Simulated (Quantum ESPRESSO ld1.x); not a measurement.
Species: the sulfur ion S15+. Configuration: 1s1.

Calculated with ld1.x of Quantum ESPRESSO 7.5: Dirac Kohn-Sham, PBEsol, spin-unpolarised, spherical densities, point nucleus.

Energy parts (Ry):
| part | energy |
|---|---|
| total | -254.618 |
| kinetic | 256.325 |
| electron-nucleus | -513.196 |
| Hartree | 9.993 |
| exchange-correlation | -7.741 |

Orbitals (lengths in bohr, moments of r in powers of bohr; r(90%) holds 90 % of the orbital's charge):
orbital  occ.  eigenvalue (Ry)    <r^2>  r(90%)      <r>
1s1/2       1         -246.782  0.01179   0.167  0.09392

The highest occupied level is 1s1/2 at -3357.6 eV. The density falls to 0.001 e/bohr^3 at r = 0.44 bohr.
